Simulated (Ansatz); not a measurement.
The multiplicity is imposed and other spin states were not computed.

Species: [Cu(NH3)4]2+ (charge 2, multiplicity 2).

Question: Give a relaxed geometry from PBE-D3(BJ)/def2-SVP (Ansatz, a program for electronic structure).

Answer: the end point of this relaxation.
Z-matrix (Å, degrees):
```
Cu
N 1 2.0696
H 2 1.0346 1 113.13
H 2 1.0346 3 104.91 1 -123.66
H 2 1.0354 3 105.66 4 -111.40
N 1 2.0696 2 162.71 3 -59.92
H 6 1.0346 1 113.08 2 -59.39
H 6 1.0346 7 104.91 1 -123.68
H 6 1.0354 7 105.66 8 -111.40
N 1 2.0698 2 91.35 3 38.74
H 10 1.0346 1 113.07 2 158.25
H 10 1.0346 11 104.91 1 123.67
H 10 1.0354 11 105.66 12 111.40
N 1 2.0698 2 91.30 3 -158.41
H 14 1.0346 1 113.12 2 -38.53
H 14 1.0346 15 104.91 1 123.62
H 14 1.0354 15 105.66 16 111.40
```
